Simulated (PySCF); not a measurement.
## UHF on Cl⁺ (chlorine, charge +1)

Configuration: [Ne] 3s1 3p4 4s1, high-spin 5P determinant (an excited configuration). Computed with PySCF 2.14 in aug-cc-pV(Q+d)Z (7s6p5d3f2g, 89 functions), with the non-relativistic Hamiltonian (point nucleus).

| Property | Result |
| --- | --- |
| Total energy | -458.123870 hartree |
| One-electron energy | -622.0323 hartree |
| Hartree (Coulomb) energy | 190.9426 hartree |
| Exchange energy | -27.0342 hartree |
| Kinetic energy | 458.10962 hartree |
| ⟨S²⟩ | 6.0048 |
| ⟨L²⟩ | 2.105 |
| Sum of ⟨r⟩ | 15.52 bohr |
| Sum of ⟨r²⟩ | 35.15 bohr² |
| Traceless quadrupole moment −½Σ⟨3z² − r²⟩ along its main axis | 0.252 e·bohr² |
| Density at the nucleus (Gaussians lack the cusp) | 3180 bohr⁻³ |
| Spin density at the nucleus | 14.1 bohr⁻³ |
| Langevin diamagnetic susceptibility | -27.8 ×10⁻⁶ cm³/mol |

| shell | electrons | mean orbital energy (hartree) | spread (hartree) | rms radius, mean of both spins (bohr) |
| --- | --- | --- | --- | --- |
| 1s α | 1 | -105.72001 | 0 | 0.106 |
| 1s β | 1 | -105.66183 | 0 | 0.106 |
| 2s α | 1 | -11.42434 | 0 | 0.481 |
| 2s β | 1 | -11.34067 | 0 | 0.481 |
| 2p α | 3 | -8.89669 | 0.02697 | 0.451 |
| 2p β | 3 | -8.82131 | 0.02377 | 0.451 |
| 3s α | 1 | -1.89376 | 0 | 1.53 |
| 3p α | 3 | -1.22714 | 0.07243 | 1.75 |
| 3p β | 1 | -0.96958 | 0 | 1.75 |
| 4s α | 1 | -0.36993 | 0 | 4.34 |

The outer electron is Rydberg-like, and this basis confines it to a smaller radius and binds it less than a complete one would.

Spin-orbit constants ζ (cm⁻¹) from the X2C one-electron operator on these orbitals (non-relativistic here): bare nucleus, nucleus screened by l(l+1)(2l+1)/3 electrons, and screened by the Breit-Pauli mean field of the electrons.

```tsv
shell	bare	screened nucleus	mean field
2p	9863	8703	8172
3p	885.7	781.5	726.7
```

To first order the Landé constant is A = -181.7 cm⁻¹, so the lowest level has J = 3 and lies 0.0451 eV below the centre of the term. This holds in LS coupling only.
